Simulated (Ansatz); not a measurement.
`[CH3][Ge]([F])([F])[Cl]` + H₂ → `[F][GeH]([F])[Cl]` + CH₄ at 400 K and 1 bar (hydrogenolysis of a Ge–C bond).

Calculated with Ansatz (gas phase, PBE0-D4/def2-TZVP geometries, no zero-point term in ΔE). CBS: MP2 limit from def2 TZ/QZ plus the TZ coupled-cluster correction, frozen cores. This one scheme is used for every species. For Ge outer-core shells are correlated without core-valence functions, which leaves a few kJ/mol of doubt a bond. Scalar relativity is left out up to krypton.

```csv
species,CCSD(T)/CBS energy (Eh),H − E (kJ/mol),S (J/(mol·K))
`[CH3][Ge]([F])([F])[Cl]`,-2775.47323,145.5,389.2
H₂,-1.17544,38.0,139.0
`[F][GeH]([F])[Cl]`,-2736.19042,61.4,338.7
CH₄,-40.46206,131.3,197.2
```

H − E and S are ideal-gas, rigid-rotor, harmonic terms from PBE0-D4/def2-TZVP. The MP2-based limit puts H₂ 0.8 mEh under its directly extrapolated value; such offsets cancel only in part. 1 Eh = 2625.50 kJ/mol, R = 8.31446 J/(mol·K).

Task: By hand: ΔE, ΔH, ΔS and ΔG.

Result: ΔE = (-2736.19042) + (-40.46206) − (-2775.47323) − (-1.17544) = -0.00381 Eh = -10.0 kJ/mol. Δ(H − E) = 61.4 + 131.3 − 145.5 − 38.0 = 9.2, so ΔH = -0.8 kJ/mol. ΔS = 338.7 + 197.2 − 389.2 − 139.0 = 7.7 J/(mol·K). ΔG = -0.8 − 400 × (7.7)/1000 = -3.9 kJ/mol.

Task: By hand: the equilibrium constant, and the temperature at which ΔG would vanish if ΔH and ΔS stayed fixed.

Result: log₁₀ K = −ΔG/(RT ln 10) = 0.5. ΔH and −TΔS have one sign here, so there is no such temperature.

TΔS isn't small against ΔH here. The sign of ΔG lies within the doubt. A doubt of 5 kJ/mol in ΔE shifts log₁₀ K by 0.7 here. These are equilibria of isolated gas molecules and say nothing of rates. Largest T1 diagnostic: 0.012 (customary marks: 0.02 for closed shells, 0.045 for open ones).
